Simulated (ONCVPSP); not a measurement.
tungsten (W): ONCV pseudisation with BLYP, scalar-relativistic reference atom.

```
Element                 : W (Z = 74)
Generator               : ONCVPSP 4.0.1
Type                    : optimised norm-conserving Vanderbilt (ONCV)
Functional              : BLYP
Relativity              : scalar-relativistic
Frozen core             : [Kr] 4d10 4f14
Valence charge          : 14
Reference configuration : 5s2 5p6 5d4 6s2
Partial waves           : 5s+6s: rc 1.80 bohr, ncon 4, nbas 8, qcut 6.5 1/bohr, 2 projectors; 5p: rc 1.65 bohr, ncon 4, nbas 8, qcut 10.2 1/bohr, 1 projector; 5d: rc 2.05 bohr, ncon 5, nbas 10, qcut 8.3 1/bohr, 1 projector
Local potential         : polynomial inside 1.50 bohr (lpopt 5, dvloc0 -1 Ha)
Core correction         : none
```

All-electron outer shells of the reference configuration (BLYP, scalar-relativistic, ld1.x):

```json
{"shell": "5s", "level (eV)": "-78.92", "outermost node (bohr)": "0.53", "outermost maximum (bohr)": "0.96"}
{"shell": "5p", "level (eV)": "-43.02", "outermost node (bohr)": "0.57", "outermost maximum (bohr)": "1.09"}
{"shell": "4f", "level (eV)": "-32.97", "outermost node (bohr)": "–", "outermost maximum (bohr)": "0.43"}
{"shell": "6s", "level (eV)": "-5.60", "outermost node (bohr)": "1.28", "outermost maximum (bohr)": "2.64"}
{"shell": "5d", "level (eV)": "-4.34", "outermost node (bohr)": "0.63", "outermost maximum (bohr)": "1.50"}
```

Question: Does the generator finish with these settings?

Answer: Yes, a potential is produced and its reference levels are reproduced.

Question: Estimate the cutoffs (Ha) at which the residual kinetic energy of the hardest occupied pseudo-wave falls to 1 and 0.1 mHa per electron.

Answer: 29 Ha and 35 Ha.

Question: What does a ghost test show?

Answer: No bound ghost flagged; GHOST(+) flagged for s at 183.6 eV.

Question: Which valence shell sets the plane-wave cutoff?

Answer: 5p: 29 Ha for 1 mHa per electron, against 16 Ha for 5s.

Question: Tests: 5s2 5p6 5d4 6s1; 5s2 5p6 5d4 6s0; 5s2 5p6 5d3 6s0; 5s2 5p6 5d4.5 6s1.5. Which has the largest error in its energy relative to the reference configuration, and how large is it?

Answer: 5s2 5p6 5d4.5 6s1.5, with -1.7 meV (all-electron minus pseudo) on +0.71 eV.
